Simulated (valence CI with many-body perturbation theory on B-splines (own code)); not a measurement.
## Energy levels of Ti I

Method: relativistic CI+MBPT: four valence electrons over a frozen Dirac-Fock core [Ar], a basis of 9 s, 9 p, 10 d, 8 f, 5 g, 3 h, 1 i functions for each j, with the one-electron correlation potential Σ1 (screened to all orders), the two-electron term Σ2, the three-electron term Σ3, Breit, model QED; selected single and double excitations, second order for the rest, scaled by the run's own slope (own B-spline code, finite nucleus).

Against 41 measured levels this calculation errs by 376 cm⁻¹ on average and by 558 at most. These come from a selection out of the NIST Handbook of Basic Atomic Spectroscopic Data. Levels without a partner in it may be off by more, other configurations by 1,000 to 4,000 cm⁻¹. Among the levels kept, up to 670 cm⁻¹ of a level comes from second order outside the variational space, and about a tenth of that is noise between levels of different J, which matters for small intervals.

Levels 1 to 45 of 64, with energies above the lowest level, 3d²4s² ³F_2. "Leading %" is the weight of the configuration and term that name the level; weights of strongly mixed levels are sums over their largest components and can fall short. In the jj column 3d3/2^4 stands for four electrons in 3d with j = 3/2.

```csv
No.,Configuration,Term,J,E (cm⁻¹),Leading %,Leading jj,Second component,g
1,3d²4s²,³F,2,0.0,91,3d3/2^2 4s^2 (63 %),4 % 3d²4p² ³F,0.666
2,3d²4s²,³F,3,172,91,3d3/2 3d5/2 4s^2 (91 %),4 % 3d²4p² ³F,1.083
3,3d²4s²,³F,4,380,91,3d5/2^2 4s^2 (72 %),4 % 3d²4p² ³F,1.250
4,3d³4s,⁵F,1,6000,94,3d3/2^2 3d5/2 4s (34 %),,-0.002
5,3d³4s,⁵F,2,6043,94,3d3/2^2 3d5/2 4s (56 %),,1.000
6,3d³4s,⁵F,3,6105,94,3d3/2^2 3d5/2 4s (53 %),,1.250
7,3d³4s,⁵F,4,6185,94,3d3/2 3d5/2^2 4s (69 %),,1.351
8,3d³4s,⁵F,5,6286,94,3d5/2^3 4s (44 %),,1.401
9,3d²4s²,¹D,2,7353,85,3d5/2^2 4s^2 (32 %),,1.008
10,3d²4s²,³P,0,8332,79,3d3/2^2 4s^2 (48 %),11 % 3d³4s ³P,
11,3d²4s²,³P,1,8404,79,3d3/2 3d5/2 4s^2 (79 %),11 % 3d³4s ³P,1.501
12,3d²4s²,³P,2,8518,78,3d5/2^2 4s^2 (46 %),11 % 3d³4s ³P,1.492
13,3d³4s,³F,2,11006,89,3d3/2^2 3d5/2 4s (46 %),,0.666
14,3d³4s,³F,3,11112,90,3d3/2 3d5/2^2 4s (51 %),,1.083
15,3d³4s,³F,4,11249,89,3d3/2 3d5/2^2 4s (46 %),,1.249
16,3d²4s²,¹G,4,11770,78,3d3/2 3d5/2 4s^2 (62 %),12 % 3d³4s ¹G,1.001
17,3d³4s,⁵P,1,13471,91,3d3/2^2 3d5/2 4s (48 %),,2.503
18,3d³4s,⁵P,2,13519,91,3d3/2 3d5/2^2 4s (37 %),,1.835
19,3d³4s,⁵P,3,13594,91,3d3/2 3d5/2^2 4s (57 %),,1.668
20,3d³4s,³G,3,14504,90,3d3/2 3d5/2^2 4s (45 %),,0.749
21,3d³4s,³G,4,14553,90,3d3/2^2 3d5/2 4s (42 %),,1.050
22,3d³4s,³G,5,14617,90,3d5/2^3 4s (39 %),,1.200
23,3d²4s4p,⁵G°,2,15436,94,3d3/2^2 4s 4p1/2 (49 %),,0.333
24,3d²4s4p,⁵G°,3,15538,94,3d3/2 3d5/2 4s 4p1/2 (41 %),,0.917
25,3d²4s4p,⁵G°,4,15664,94,3d3/2 3d5/2 4s 4p1/2 (35 %),,1.150
26,3d²4s4p,⁵G°,5,15817,94,3d3/2 3d5/2 4s 4p3/2 (56 %),,1.267
27,3d²4s4p,⁵G°,6,15996,94,3d5/2^2 4s 4p3/2 (75 %),,1.334
28,3d²4s4p,⁵F°,1,16416,91,3d3/2^2 4s 4p1/2 (29 %),4 % 3d³4p ⁵F°,-0.002
29,3d²4s4p,⁵F°,2,16471,91,3d3/2^2 4s 4p3/2 (27 %),,1.000
30,3d²4s4p,⁵F°,3,16556,91,3d3/2 3d5/2 4s 4p3/2 (33 %),,1.250
31,3d²4s4p,⁵F°,4,16669,91,3d3/2 3d5/2 4s 4p3/2 (49 %),,1.350
32,3d²4s4p,⁵F°,5,16804,91,3d5/2^2 4s 4p3/2 (48 %),4 % 3d³4p ⁵F°,1.401
33,3d³4s,³D,1,17026,86,3d3/2^3 4s (40 %),,0.509
34,3d³4s,³D,2,17085,86,3d3/2 3d5/2^2 4s (38 %),,1.172
35,3d³4s,³D,3,17190,88,3d3/2 3d5/2^2 4s (42 %),,1.334
36,3d³4s,³H,4,17310,86,3d3/2^2 3d5/2 4s (54 %),,0.805
37,3d³4s,³H,5,17374,88,3d3/2 3d5/2^2 4s (59 %),,1.033
38,3d³4s,³H,6,17421,88,3d3/2 3d5/2^2 4s (88 %),,1.167
39,3d³4s,¹G,4,17929,74,3d3/2 3d5/2^2 4s (29 %),12 % 3d²4s² ¹G,0.994
40,3d³4s,³P,0,17966,77,3d3/2^2 3d5/2 4s (70 %),9 % 3d²4s² ³P,
41,3d³4s,³P,1,18047,77,3d3/2 3d5/2^2 4s (39 %),10 % 3d²4s² ³P,1.492
42,3d²4s4p,⁵D°,0,18127,91,3d3/2^2 4s 4p3/2 (62 %),,
43,3d²4s4p,⁵D°,1,18151,91,3d3/2^2 4s 4p3/2 (47 %),,1.497
44,3d³4s,³P,2,18159,76,3d5/2^3 4s (43 %),11 % 3d²4s² ³P,1.495
45,3d²4s4p,⁵D°,2,18192,91,3d3/2 3d5/2 4s 4p3/2 (44 %),,1.497
```

The ionisation energy to 3d²4s ⁴F3/2 of the next ion comes out as 6.8089 eV (NIST: 6.82812 eV (measured)). All 64 levels together are meant to be complete up to 22169 cm⁻¹.
